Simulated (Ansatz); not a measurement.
A made-up structure of MgSiH2F2, singlet:

F1  (0.836, -3.132, 1.256)
Mg2  (0.420, -1.548, 0.625)
Si3  (-0.168, 0.792, -0.291)
F4  (-1.561, 0.696, -1.112)
H5  (0.841, 1.357, -1.236)
H6  (-0.220, -1.722, 2.212)
(Å)

It is relaxed with PBE-D4/def2-SVP and then PBE0-D4/def2-TZVP (Ansatz 0.2.0). Atoms count as bonded within 1.22 times the sum of their covalent radii (H–H: 0.88 Å). The end point is not checked to be a true minimum.

Q: Does its bonding change? (Judge from chemistry; the calculation decides.)

A: By the calculation: Yes. Formed: Si3–H6; broken: Mg2–H6.

Where it ends: The first stage lowers the energy by 3.97 eV in 31 steps. It ends as MgSiH₂F₂ ([F][Mg][SiH2][F]):
F1  (1.227, -3.832, 0.617)
Mg2  (0.624, -2.195, 0.432)
Si3  (-0.243, 0.223, 0.181)
F4  (-1.414, 0.245, -0.937)
H5  (0.789, 1.205, -0.267)
H6  (-0.835, 0.798, 1.426)
(Å)

Labels in which every atom is bracketed show which atoms are joined, not bond orders.

For scale, one of the runs: PBE0-D4/def2-TZVP relaxation, 143 basis functions, launched by `ansatz run in.yaml --threads 2 --pin off --events-out ev --progress --plain --max-ram 4352MiB`. Hardware: 2 CPU threads of an Arm Neoverse V2, shared host. Wall time about 18 s.
